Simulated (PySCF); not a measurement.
Consider MnCl3, `[Cl][Mn]([Cl])[Cl]` (Cl3Mn, quintet). Optimised structure (Å), atoms numbered from 1:
```
Mn   -0.1521    0.0053   -0.0123
Cl    1.9787   -0.0137   -0.0087
Cl   -0.8956    2.0184   -0.0122
Cl   -0.9112   -2.0013   -0.0126
```

Level of theory: PBE0-D3(BJ)/ma-def2-SVP single points in PySCF, grid level 2; every species was optimised with BP86-D3(BJ)/def2-SVP. The prefix ma- adds one diffuse s and one diffuse p function on all atoms but H. Zero-point and thermal terms (298.15 K, 1 bar) come from unscaled GFN2-xTB harmonic frequencies, with soft modes damped to free rotors in the entropy. These were taken at the GFN2-xTB minima.

What are the vertical and the adiabatic ionisation energy for forming the quartet cation?

11.09 eV vertical and 10.94 eV adiabatic, the latter with zero-point energy.

Where does the unpaired spin of the relaxed quartet cation sit?

Mn1 (Mn) 3.55, Cl2 (chlorine) -0.18, Cl3 (chlorine) -0.18, Cl4 (chlorine) -0.18 (intrinsic atomic orbital populations).

Note: ma-def2-SVP is a small basis, whose errors can reach tens of kJ/mol; spin-orbit coupling is left out of the energies, which matters for open shells on the heavier atoms; the product is spin contaminated.
